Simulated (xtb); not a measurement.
xtb input:

```bash
xtb mol.xyz --gfn 1 --sp --chrg 0 --uhf 0
```
mol.xyz:
```
3

Zn     0.00000000     0.00000000     0.00000000
Br     0.00000000     0.00000000     2.24105628
Br    -0.00000000    -0.00000000    -2.24105628
```

Q: Which total energy does the run end on?

A: -8.64757 Eh (GFN1-xTB).
